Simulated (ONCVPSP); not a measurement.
# What one change does to a pseudopotential (Te (Z = 52), ONCV)

tellurium (Te), optimised norm-conserving Vanderbilt (ONCV), made with ONCVPSP 4.0.1 (PBE, scalar-relativistic). Core [Ar] 3d10, reference 4s2 4p6 4d10 5s2 5p4. Waves: 4s+5s: rc 1.25 bohr, ncon 3, nbas 8, qcut 9.6 1/bohr, 2 projectors; 4p+5p: rc 1.45 bohr, ncon 4, nbas 8, qcut 9.8 1/bohr, 2 projectors; 4d: rc 0.95 bohr, ncon 3, nbas 7, qcut 11.1 1/bohr, 2 projectors, debl 0.9 Ha. Local part: polynomial inside 0.70 bohr (lpopt 5, dvloc0 0 Ha). Core correction: none.

In the d channel the program set the typed energies aside and used -1.531, 0.250 Ha.

Change: d: qcut 6.7.

Cutoffs: the cutoffs (Ha) at which the residual kinetic energy of the hardest occupied pseudo-wave falls to 1 and 0.1 mHa per electron; they do not see the model core or the augmentation charge, which bear on the density cutoff. Errors are all-electron minus pseudo energies relative to the spin-unpolarised reference configuration.

Question: What does the change do?

Answer: A bound ghost appears in d, which as a rule spoils a file; of the 4 tests that both files solve, the error grows in 1 and shrinks in 0 by more than 15 % and 0.3 meV (median size 5.1 → 6.5 meV).

| quantity | base | changed |
| --- | --- | --- |
| cutoffs, loose and tight | 52 Ha, 60 Ha | not determined |
| bound ghosts | none | d |
| GHOST(+) flags under 300 eV | s at 11.7 eV | s at 11.7 eV |
| error for 4s2 4p6 4d10 5s2 5p3, meV [ΔE 9.73 eV] | -2.1 | -2.1 |
| error for 4s2 4p6 4d10 5s2 5p2, meV [ΔE 27.65 eV] | -6.1 | -6.2 |
| error for 4s2 4p6 4d10 5s2 5p1, meV [ΔE 54.55 eV] | -12 | -12 |
| error for 4s2 4p6 4d9 5s2 5p5, meV [ΔE 38.26 eV] | +4.0 | -6.8 |
| s: phases at 1.27 bohr within 0.05 rad from the reference energy up to (Ha; the scan ends near 5) | 0.4 | 0.4 |
| p: phases at 1.47 bohr within 0.05 rad from the reference energy up to (Ha; the scan ends near 5) | to the end of the scan | to the end of the scan |
| d: phases at 0.96 bohr within 0.05 rad from the reference energy up to (Ha; the scan ends near 5) | to the end of the scan | to the end of the scan |

 A true bound ghost makes a file unfit for plane-wave use even where its test errors are small: the radial tests pick states by their node count and pass the ghost by.
